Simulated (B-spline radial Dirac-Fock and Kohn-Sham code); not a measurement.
# Er⁵⁵⁺: scattering cross sections and density moments

System: the Er⁵⁵⁺ ion in the configuration [Ne] 3s2 3p1.

Calculated with a B-spline atomic structure program, using configuration-average Dirac-Fock orbitals.

| Item | Value |
| --- | --- |
| Sum of ⟨r⟩ | 1.268 bohr |
| Sum of ⟨r²⟩ | 0.2009 bohr² |
| Sum of ⟨1/r⟩ | 318.68 per bohr |
| Langevin diamagnetic susceptibility | -0.159 × 10⁻⁶ cm³/mol |
| Lamb shielding (α²/3)Σ⟨1/r⟩ | 5657 ppm |

Coherent scattering is the Thomson cross section weighted by f₀², without anomalous dispersion; incoherent scattering is Klein-Nishina weighted by S. The Lamb formula is the non-relativistic shielding expression. Electron correlation is left out. A dash stands where the photon energy is too low for the impulse approximation behind that column.

```tsv
hν (keV)	coherent (b)	incoherent (b)	incoherent per electron (b)
1	112.3	–	–
5	110.4	–	–
10	104.7	–	–
17.4793	92.04	–	–
50	44.87	2.818	0.217
200	6.215	4.197	0.323
500	1.220	3.489	0.268
1000	0.3244	2.664	0.205
```

Incoherent scattering overtakes coherent scattering between 200 and 500 keV.
